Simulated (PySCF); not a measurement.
NMR parameters of SeO2F2

SeO2F2, F2O2Se, point group C2v.

Bonds: Se1-O2 1.575 Å, Se1-O3 1.576 Å, Se1-F4 1.713 Å, Se1-F5 1.713 Å.

GIAO calculations in PySCF on the PBE0-D3(BJ)/def2-SVP structure: isolated species, non-relativistic, equivalent atoms averaged; basis pcSseg-1.

Q: Give the isotropic shieldings (ppm) with B3LYP, PBE0.

A: 
```
             atoms                  environment  B3LYP   PBE0
               Se1  selenium bonded to 2 F, 2 O    705    744
             F4/F5        fluorine bonded to Se   79.2   89.5
             O2/O3          oxygen bonded to Se  -37.4  -20.1
HOMO–LUMO gap (eV)                            –   6.93   7.61
```

Q: And the chemical shifts, against references computed in the same way?

A: 
| atoms | nucleus, reference | B3LYP | PBE0 |
| --- | --- | --- | --- |
| Se1 | ⁷⁷Se, Me2Se | 975 | 1026 |
| F4/F5 | ¹⁹F, CFCl3 | 92.7 | 87.7 |
| O2/O3 | ¹⁷O, H2O | 371.4 | 354.7 |

Q: Which part of the shielding of Se1 depends on the functional?

A: Diamagnetic: B3LYP 2991, PBE0 2991 ppm; paramagnetic: B3LYP -2285, PBE0 -2247 ppm. The diamagnetic part, set mainly by inner electrons, hardly moves; the paramagnetic part goes with low-lying magnetically allowed excitations and carries the spread.

Q: What couplings does B3LYP/pcJ-1 (pcSseg-1 on Se) give?

A: ²J(F4,F5) = -239.1, ²J(O2,F4) = 46.0, ²J(O2,O3) = -10.2 Hz (averaged over equivalent pairs; isotopes ¹⁹F, ¹⁷O).

Relativistic effects, spin–orbit coupling among them, are left out; they matter for Se and for the light atoms bonded to it. Unscaled 19F shifts against computed CFCl3 carry errors that often reach 10 to 50 ppm. Unscaled 17O shifts of doubly bonded oxygen tend to come out too high, by tens of ppm or more. Experimental scales use liquid or dissolved standards, which lie at an offset from isolated H2O (liquid H2O: subtract about 36 ppm).
